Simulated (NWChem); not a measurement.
# CH6ClGeN; SMILES C[NH][GeH2][Cl]

```xyz
10

C      1.1611     2.1246     0.2541
N      0.0789     1.5005    -0.4749
Ge    -0.6706    -0.0580     0.0622
Cl     0.7236    -1.7419    -0.0457
H      2.1529     1.6659     0.0789
H      0.9635     2.0693     1.3365
H      1.2337     3.1948    -0.0005
H      0.1658     1.6013    -1.4818
H     -1.8262    -0.3865    -0.8875
H     -1.0501     0.0712     1.5408
```
Atoms are numbered in this order, from 1.

Geometry: optimised at PBE0/def2-SVP.

Question: List the 6 lowest vertical singlet excitations from BHandHLYP/6-31G* (spherical d), TDA (NWChem).

Answer: 
```tsv
state	energy (eV)	oscillator strength	leading excitation (squared amplitude)
S1	6.88	0.047	HOMO → LUMO+1 (0.82)
S2	7.26	0.111	HOMO → LUMO (0.83)
S3	7.71	0.021	HOMO−1 → LUMO (0.96)
S4	7.93	0.023	HOMO−2 → LUMO (0.93)
S5	8.36	0.015	HOMO → LUMO+2 (0.81)
S6	8.80	0.002	HOMO−1 → LUMO+1 (0.95)
```
